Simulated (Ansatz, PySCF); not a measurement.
C₃H₃Cl₂F, SMILES ClC1(Cl)[C@@H](C1)F.

Coordinates come from a B3LYP-D3(BJ)/def2-SVP optimisation. The structure was generated by enumeration; whether it is a known compound was not checked.

Vertical ionisation energy (IE) and electron affinity (EA) in eV. Rows of orbital energies are one-electron estimates. Where ΔSCF, EOM or ADC give a negative EA the extra electron is unbound and the value depends on the basis.

```csv
level,IE,EA
"−ε(HOMO), −ε(LUMO), ωB97X/def2-TZVP (PySCF)",10.48,-2.18
"−ε(HOMO), −ε(LUMO), PBE/def2-TZVP (PySCF)",6.70,1.27
"ΔSCF, CAM-B3LYP/def2-SVPD (Ansatz), final states of multiplicity 2 and 2",(withheld),(withheld)
"ΔSCF, PBE/def2-SVPD (Ansatz), final states of multiplicity 2 and 2",9.83,-0.94
```

Problem. What belongs in the gaps? (The exact figures need the calculation; the answer reports its results.)

Solution. 
- ΔSCF, CAM-B3LYP/def2-SVPD (Ansatz, a first-principles code), final states of multiplicity 2 and 2, IE: 10.51
- ΔSCF, CAM-B3LYP/def2-SVPD (Ansatz), final states of multiplicity 2 and 2, EA: -1.35

Problem. What vertical singlet–triplet gap does ΔSCF give with CAM-B3LYP/def2-SVPD (Ansatz) and with PBE/def2-SVPD (Ansatz)? (The exact figures need the calculation; the answer reports its results.)

Solution. 6.05 and 5.31 eV (triplet above singlet where positive).
